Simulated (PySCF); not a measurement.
# C³⁺ (carbon, charge +3) across methods

[He] 2s1, 2S determinant. All numbers are calculated (PySCF 2.14, no relativity, point nucleus, in aug-cc-pVDZ (4s3p2d, 23 functions)).

```csv
method,E (hartree),mean ε 1s α (eV),mean ε 1s β (eV),mean ε 2s α (eV),Σ⟨r²⟩ (bohr²),⟨S²⟩
LDA,-34.3938,-329.64,-328.71,-57.189,2.164,0.750
TPSSh,-34.7830,-338.87,-337.91,-58.498,2.148,0.750
PBE0,-34.7324,-341.96,-340.79,-59.381,2.155,0.750
UHF,-34.71760,-368.55,-366.66,-64.156,2.162,0.750
revPBE,-34.7711,-333.08,-332.26,-57.682,2.155,0.750
wB97M-V,-34.7911,-345.16,-344.09,-61.404,2.168,0.750
PBE,-34.7185,-332.83,-331.90,-57.639,2.156,0.750
wB97X-V,-34.7848,-343.03,-342.19,-61.895,2.163,0.750
```

(1) Estimate the same row for r2SCAN.

## Answers

(1) E (hartree) = -34.7646; mean ε 1s α (eV) = -336.56; mean ε 1s β (eV) = -335.86; mean ε 2s α (eV) = -57.970; Σ⟨r²⟩ (bohr²) = 2.153; ⟨S²⟩ = 0.750.
